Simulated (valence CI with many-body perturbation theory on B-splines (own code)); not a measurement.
Ge: input, log and results

Calculated by configuration interaction combined with many-body perturbation theory (CI+MBPT): four valence electrons over a frozen Dirac-Fock core [Ar] 3d10, radial functions for each j: 6 s, 6 p, 5 d, 3 f, 1 g, with the one-electron correlation potential Σ1 (screened to all orders), the two-electron term Σ2, the three-electron term Σ3, Breit, model QED; selected single and double excitations, second order for the rest, scaled by the run's own slope (own B-spline code, finite nucleus).

Command, and the settings that its task file holds:

```sh
python run_cv.py task.json out
```

```
atom Ge  Z=32  mass_number=74  rms_radius_fm=4.0742
core [Ar] 3d10
valence 4s2 4p2
avg = 1
basis = S
breit = 1
cap = 10000
capref = 1200
cscale = 1
de = 0.0
dress = 0
eps = 2e-08
extrap = 1
h = 0.27
hh = 1
l2 = 3
lcore = 6
maxit = 60
n2 = 5
natural = 1
nlev = 20
nno = [3, 3, 3, 2, 1]
nroot = 26
nsp = [3, 3, 2, 1, 0]
pt2 = 1
qed = 1
rpa = 1
s1 = 1
s2 = 3
s3 = 1
screen = 1
tol = 2e-05
whole = 1
```

It took 48 s on 1 thread of Arm Neoverse V1, on a shared host.

Log. The first blocks belong to the next ion, which gives the ionisation energy. Fields: 2J, parity (1 odd), roots, reference size, generating configurations, candidates as configurations/state functions, variational space P, stored matrix elements, Davidson steps; e2 is the range of second-order energies in hartree. The first line gives the box (bohr), its intervals, the orbitals and the steps of their self-consistent field. Window is the range of levels sought, series limit the energy at which the first omitted orbital would enter, core excitation an estimate of the first excitation out of the core, left out the lowest levels not solved, and shifts from estimates the range by which levels moved from their first estimate, all in cm⁻¹.

```
rmax 49.2 intervals 68 orbitals 36 references ['4s2 4p2'] scf 10 t 1.5
2J=1 par=1 roots 2 ref 36 generators 9 cand 830/1204 P 859/1240 nnz 0 it 0
2J=1 par=1 roots 2 ref 36 generators 53 cand 1077/1576 P 1936/2816 nnz 9.4e+05 it 7
   second order: generators 115 cand 1229/1821 e2 -0.00001 -0.00001
2J=3 par=1 roots 2 ref 55 generators 10 cand 554/1058 P 591/1113 nnz 0 it 0
2J=3 par=1 roots 2 ref 55 generators 55 cand 1418/2912 P 2009/4025 nnz 2e+06 it 8
   second order: generators 112 cand 1817/3845 e2 -0.00001 -0.00001
reference levels 69, estimated 69, window 47223 1/cm; series limit 52789, core excitation 268698
2J=0 par=0 roots 5 ref 6 generators 63 cand 979/1404 P 3003/4559 nnz 1.3e+06 it 7
2J=0 par=0 roots 5 ref 6 generators 140 cand 3431/5756 P 6434/10315 nnz 4.3e+06 it 8
   second order: generators 348 cand 21764/41393 e2 -0.00021 -0.00009
2J=2 par=0 roots 6 ref 10 generators 71 cand 315/1068 P 1215/3748 nnz 1.4e+06 it 6
2J=2 par=0 roots 6 ref 10 generators 137 cand 1836/6330 P 3051/10078 nnz 6.8e+06 it 10
   second order: generators 357 cand 26511/119007 e2 -0.00060 -0.00038
2J=4 par=0 roots 6 ref 11 generators 65 cand 270/1033 P 1096/3623 nnz 1.4e+06 it 6
2J=4 par=0 roots 6 ref 11 generators 137 cand 1599/6401 P 2695/10024 nnz 7.3e+06 it 10
   second order: generators 367 cand 28958/180135 e2 -0.00109 -0.00059
2J=0 par=1 roots 3 ref 4 generators 46 cand 1294/1895 P 3804/5969 nnz 1.9e+06 it 7
2J=0 par=1 roots 3 ref 4 generators 87 cand 2812/4804 P 6616/10773 nnz 4.7e+06 it 8
   second order: generators 227 cand 18379/35219 e2 -0.00011 -0.00005
2J=2 par=1 roots 5 ref 10 generators 81 cand 307/1034 P 1202/3588 nnz 1.1e+06 it 14
2J=2 par=1 roots 5 ref 10 generators 143 cand 1912/6404 P 3114/9992 nnz 6.7e+06 it 15
   second order: generators 348 cand 26516/122225 e2 -0.00068 -0.00039
2J=4 par=1 roots 7 ref 10 generators 91 cand 266/1023 P 1002/3583 nnz 1.3e+06 it 9
2J=4 par=1 roots 7 ref 10 generators 184 cand 1536/6400 P 2538/9983 nnz 7.5e+06 it 11
   second order: generators 414 cand 28441/176765 e2 -0.00097 -0.00061
2J=6 par=0 roots 2 ref 6 generators 24 cand 358/1305 P 1040/4189 nnz 1.6e+06 it 5
2J=6 par=0 roots 2 ref 6 generators 59 cand 1559/6294 P 2599/10483 nnz 7.7e+06 it 9
   second order: generators 146 cand 20416/143110 e2 -0.00053 -0.00041
2J=6 par=1 roots 3 ref 6 generators 42 cand 244/1045 P 864/3672 nnz 1.5e+06 it 8
2J=6 par=1 roots 3 ref 6 generators 73 cand 1406/6306 P 2270/9978 nnz 8.4e+06 it 10
   second order: generators 177 cand 22373/154547 e2 -0.00065 -0.00053
2J=8 par=1 roots 2 ref 2 generators 28 cand 623/2223 P 1671/6838 nnz 4.2e+06 it 5
2J=8 par=1 roots 2 ref 2 generators 56 cand 916/3528 P 2587/10366 nnz 8.4e+06 it 7
   second order: generators 145 cand 18985/136390 e2 -0.00049 -0.00040
left out: unestimated none, estimated 50097, shifts from estimates -267 to 0
operators 2.8
```

The Davidson iterations converged. The settings are bad on purpose, so the numbers may not be properties of the ion.

Against 26 measured levels this calculation errs by 1991 cm⁻¹ on average and by 2735 at most. These come from a selection out of the NIST Handbook of Basic Atomic Spectroscopic Data. Levels without a partner in it may be off by more.

| Item | Value |
| --- | --- |
| Valence energy | -3.769817 hartree |
| Ionisation energy | 7.5708 eV (NIST: 7.89944 eV (measured)) |
| Reference configurations for the orbitals | 4s2 4p2 |
| Radial orbitals | 36 |
| Box radius | 49.23 bohr |
| Largest variational space | 10773 |
| Lowest levels | 4s2 4p2 3P_0 0.0000, 4s2 4p2 3P_1 0.0674, 4s2 4p2 3P_2 0.1714, 4s2 4p2 1D_2 0.8537, 4s2 4p2 1S_0 1.982, 4s2 4p 5s 3P°_0 4.339, 4s2 4p 5s 3P°_1 4.369, 4s2 4p 5s 3P°_2 4.543, 4s2 4p 5s 1P°_1 4.653, 4s2 4p 5p 1P_1 5.395, 4s2 4p 5p 3D_1 5.493, 4s2 4p 5p 3D_2 5.502, 4s 4p3 5S°_2 5.537, 4s2 4p 5p 3P_0 5.593 eV |

Names give the largest LS component (configuration and term), which can be under half, so a name can repeat, a term be missing and a line seem to break the LS rules; names also repeat where a configuration has a term twice.
